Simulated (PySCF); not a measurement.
Input for PySCF: R-BP86/6-31G* on C2H6O3Si (SMILES C=C[Si](O)(O)O), a point of a bond scan (R = 3.699 Å).

```python
from pyscf import gto, scf, dft, mp
from pyscf.data.elements import chemcore

mol = gto.M(
    atom='''
    C     3.95689439   -1.27983200    0.65574549
    C     3.23295457   -0.86331360   -0.38165754
    Si   -0.32412833    0.12082142   -0.13970406
    O    -0.95966322   -0.34974084    1.30630818
    O    -0.57978416    1.74045579   -0.21515797
    O    -1.05942974   -0.54669044   -1.44193311
    H     3.53196106   -1.36475743    1.65050381
    H     5.00367006   -1.54948032    0.56297945
    H     3.71992453   -0.79593771   -1.35154508
    H    -0.93814495   -1.28535819    1.52139474
    H    -0.52498699    2.23629196    0.60551097
    H    -1.92458192   -0.20659331   -1.68590263
    ''',
    basis='6-31g*',
    cart=True,
    charge=0, spin=0, verbose=3, max_memory=1800)
mf = dft.RKS(mol, xc='b88,p86')
mf.conv_tol = 1e-8
mf.max_cycle = 100
mf.kernel()
if not mf.converged:
    mf = mf.newton().run(mf.mo_coeff, mf.mo_occ)
```

Output:

```
converged SCF energy = -594.93067762332
```

The run converged.

Cost: very roughly 13 core-seconds.
